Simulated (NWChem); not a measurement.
System: CH$_{4}$AlO cation; SMILES [CH3][Al+][OH]

```xyz
7

Al     0.0017    -0.0897     0.0005
C     -0.0010     1.8133    -0.0003
H     -0.9680     2.1785     0.3813
H      0.1496     2.1807    -1.0279
H      0.8115     2.1850     0.6441
O     -0.0022    -1.7003    -0.0011
H      0.0091    -2.6564     0.0066
```
Atoms are numbered in this order, from 1.

All runs: NWChem. Medium grid unless said otherwise, to which SCAN and Minnesota functionals are sensitive. Coordinates come from a PBE0/def2-SVP optimisation. Total energies of different functionals are on different scales.

| level | energy (Ha) | highest occupied level (eV) | orbital gap (eV) | relative time |
|---|---|---|---|---|
| B3LYP/def2-SVP | -357.7989 | -15.19 | 7.77 | 1 |
| PBE/def2-SVP | -357.4986 | -13.80 | 5.76 | 2 |
| r2SCAN0/def2-SVP | -357.6661 | -15.73 | 8.89 | 1 |
| SCAN/def2-SVP | -357.7382 | -14.20 | 6.54 | 1 |
| BHandHLYP/def2-SVP | -357.7164 | -16.75 | 10.47 | 1 |
| MPW1K/def2-SVP | -357.7432 | -16.54 | 10.05 | 1 |
| revPBE/def2-SVP | -357.6864 | -13.74 | 5.81 | 1 |
| OLYP/def2-SVP | -357.7377 | -13.67 | 5.86 | 1 |
| LRC-wPBEh/def2-SVP | -357.5511 | -17.46 | 12.04 | 5 |
| Hartree-Fock/def2-SVP | -356.6143 | -18.54 | 14.53 | 1 |

Relative times are rough (shared machine, one core).
